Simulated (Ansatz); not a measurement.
Geometry optimisation, RKS PBE/def2-SVP in Ansatz 0.2.0.

Input:

```yaml
crystal:
  periodic: [false, false, false]
  atoms:
    - { symbol: Sn, position_ang: [-0.0834, 0.199676, -0.031847] }
    - { symbol: Cl, position_ang: [-0.189588, 0.244572, 2.36413] }
    - { symbol: H, position_ang: [1.568796, 0.055764, -0.482494] }
    - { symbol: H, position_ang: [-0.958316, 1.587464, -0.555173] }
    - { symbol: Cl, position_ang: [-1.283645, -1.675012, -0.823354] }
    - { symbol: H, position_ang: [1.023562, -2.321037, 1.014549] }
    - { symbol: H, position_ang: [1.003792, -1.910927, 1.608889] }
basis:
  gaussian: { orbitals: def2-SVP }
hamiltonian:
  xc: pbe
relax:
  f_tol: 0.03
  max_steps: 50
```

Command:

```bash
$ ansatz run input.yaml --threads 1 --pin off --max-ram 2048MiB --backend cpu --events-out ev --progress --plain --runs-dir out
```

Q: Where does it end, and by what steps?

A: It converged. The force dipped under the threshold on the way, but the program's further checks kept it going. After 24 steps the energy has fallen by 0.148 eV; H6 moved furthest, 1.22 Å.

```tsv
step	energy less start (eV)	largest force component (eV/Å)	accepted
0	0.0000	1.491	yes
1	-0.1063	0.108	yes
2	-0.1291	0.122	yes
3	-0.1360	0.095	yes
4	-0.1381	0.031	yes
5	-0.1388	0.004	yes
6	-0.1392	0.060	yes
7	-0.1394	0.062	yes
8	-0.1391	0.222	no
9	-0.1400	0.060	yes
10	-0.1378	0.257	no
11	-0.1408	0.022	yes
12	-0.1409	0.111	yes
13	-0.1412	0.088	yes
14	-0.1423	0.011	yes
15	-0.1435	0.100	yes
16	-0.1434	0.192	no
17	-0.1445	0.035	yes
18	-0.1455	0.050	yes
19	-0.1452	0.174	no
20	-0.1463	0.032	yes
21	-0.1467	0.058	yes
22	-0.1473	0.110	yes
23	-0.1477	0.065	yes
24	-0.1482	0.003	yes
```

```xyz
7
Properties=species:S:1:pos:R:3
Sn -0.316 0.382 -0.220
Cl -0.468 0.044 2.121
H 1.263 -0.094 -0.709
H -0.829 1.995 -0.531
Cl -1.866 -1.075 -1.251
H 1.887 -2.815 1.728
H 1.410 -2.257 1.956
```

Whether the end is a true minimum wasn't checked by a vibrational analysis.

Run time: 59 s on 1 thread of Arm Neoverse V1, with other jobs on the host, peak memory 0.12 GiB.
